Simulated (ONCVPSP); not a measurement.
## sulfur, ONCV: configuration errors across variants

S, optimised norm-conserving Vanderbilt (ONCV), made with ONCVPSP 4.0.1 (PBE, scalar-relativistic). Core [He], reference 2s2 2p6 3s2 3p4. Waves: 2s+3s: rc 0.80 bohr, ncon 4, nbas 8, qcut 17 1/bohr, 2 projectors; 2p+3p: rc 0.90 bohr, ncon 4, nbas 8, qcut 13.7 1/bohr, 2 projectors; d scattering state at 0.44 Ha: rc 0.80 bohr, ncon 4, nbas 7, qcut 13.9 1/bohr, local. Local part: the d channel. Core correction: polynomial model core, fcfact 0.45.

All-electron excitation energies from the reference (eV): (1) 2s2 2p6 3s2 3p3 11.769; (2) 2s2 2p6 3s2 3p2 34.052; (3) 2s2 2p6 3s2 3p1 68.094; (4) 2s2 2p5 3s2 3p4 173.683.

Errors AE − PS in meV (a dash: test not solved or not reliable):

| change | (1) | (2) | (3) | (4) | bound ghosts | GHOST(+) flags above zero |
| --- | --- | --- | --- | --- | --- | --- |
| base | +0.5 | +3.2 | +12 | +1312 | none | none |
| all radii but the core radius scaled by about 0.77 (s 0.62, p 0.68, d 0.62 bohr) | +1.0 | +3.9 | +12 | +615 | none | none |
| all radii but the core radius scaled by about 0.92 (s 0.74, p 0.82, d 0.74 bohr) | +0.7 | +3.7 | +13 | +1034 | none | none |
| all radii but the core radius scaled by about 0.97 (s 0.78, p 0.86, d 0.78 bohr) | +0.6 | +3.5 | +12 | +1167 | none | none |
| all radii but the core radius scaled by about 1.07 (s 0.86, p 0.96, d 0.86 bohr) | +0.3 | +2.8 | +11 | +1535 | none | none |
| all radii but the core radius scaled by about 1.15 (s 0.92, p 1.04, d 0.92 bohr) | +0.1 | +2.2 | +9.3 | +1820 | none | none |
| all radii but the core radius scaled by about 1.22 (s 0.98, p 1.10, d 0.98 bohr) | 0.0 | +1.6 | +7.3 | +2060 | none | none |
| all radii but the core radius scaled by about 1.27 (s 1.02, p 1.14, d 1.02 bohr) | -0.1 | +1.2 | +6.2 | +2215 | none | none |
| all radii but the core radius scaled by about 1.30 (s 1.04, p 1.18, d 1.04 bohr) | -0.2 | +1.0 | +5.5 | +2357 | none | none |

Task: Give the same row for: all radii but the core radius scaled by about 0.86 (s 0.68, p 0.78, d 0.68 bohr).

Result: +0.8, +3.8, +12, +906; bound ghosts: none; GHOST(+) flags above zero: none.
